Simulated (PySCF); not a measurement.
# What a mistake does to a calculation on GeH5NOSi

These are calculations, not measurements. The program is PySCF 2.14.0, an open-source quantum chemistry code, run on an isolated molecule that a program drew, which may never have been made. The molecule is GeH5NOSi (charge 0, singlet), drawn as the SMILES string `O[Si][NH][GeH3]`.

Each row is a Hartree-Fock (HF) and frozen-core CCSD(T) single point in the cc-pV(D+d)Z basis, meant for a local HF minimum. Run 1 is clean. Each other run has one planted mistake out of seven kinds, and not every kind appears here: one electron removed, one electron added, multiplicity raised by two, geometry at a saddle point, minimal basis STO-3G, one bond length entered in bohr, all coordinates scaled. The reference is restricted for singlets and unrestricted otherwise, and also for a bond in bohr. Adding or removing an electron swaps singlet and doublet. Electrons count all cores. HOMO and LUMO are orbital energies over both spins, the gradient is its largest component, and the lowest frequency (negative if imaginary) is given only where the gradient is small. Bond lengths are over the 8 bonds as drawn. T1 is the CCSD diagnostic: over 0.02 (restricted) or 0.045 (unrestricted) a single reference is doubtful. Germanium has the cc-pVDZ-PP basis, with a core potential (ECP10MDF) in place of its 10 inner electrons, and its 3s, 3p and 3d shells are frozen in CCSD(T).

Geometry of the clean run:
```xyz
9
GeH5NOSi, angstrom
O     1.6193    0.1008    1.3650
Si    0.2110   -0.7783    1.5448
N    -0.7025    0.0715    0.3846
Ge   -0.1846    1.5093   -0.6837
H     2.3572   -0.1424    1.9036
H    -1.6507   -0.2323    0.2467
H     0.2017    2.7082    0.1788
H     0.9720    1.1113   -1.5970
H    -1.4149    1.8582   -1.5311
```

```
run,electrons,basis functions,<S^2>,HOMO (eV),LUMO (eV),gradient (hartree/bohr),lowest frequency (cm^-1),mean bond (Å),longest bond (Å),T1,HF (hartree),CCSD(T) (hartree),mistake
1,66,99,0.000,-8.96,2.56,3.8e-05,124,1.4720,1.865,0.0149,-714.59248,-715.19111,no fault
2,65,99,0.761,-16.00,-6.82,7.2e-02,-,1.4720,1.865,0.0211,-714.30375,-714.87992,one electron removed
3,66,99,0.970,-6.80,1.76,1.2e-02,-,1.6577,3.156,0.0396,-714.46055,-715.02568,one bond length entered in bohr
4,66,99,2.005,-6.23,0.48,2.4e-02,-,1.4720,1.865,0.0164,-714.50098,-715.07021,?
5,66,99,0.000,-9.24,2.13,4.8e-02,-,1.5691,1.988,0.0179,-714.55791,-715.17164,?
```

**Which mistake was planted in run 4, and what did it cost?**

Electrons, basis and geometry are unchanged, and <S^2> is 2.005, beside S(S+1) = 2.00 for a multiplicity of 3. So the mistake is: multiplicity raised by two. Subtracting run 1 and multiplying by 627.51 kcal/mol a hartree, the energy moved by 57.4 kcal/mol in HF and 75.9 kcal/mol in CCSD(T).

**Which mistake was planted in run 5, and what did it cost?**

The mean and the longest bond both change by the same factor, 1.066, and the gradient is no longer small. So the mistake is: all coordinates scaled. Subtracting run 1 and multiplying by 627.51 kcal/mol a hartree, the energy moved by 21.7 kcal/mol in HF and 12.2 kcal/mol in CCSD(T).

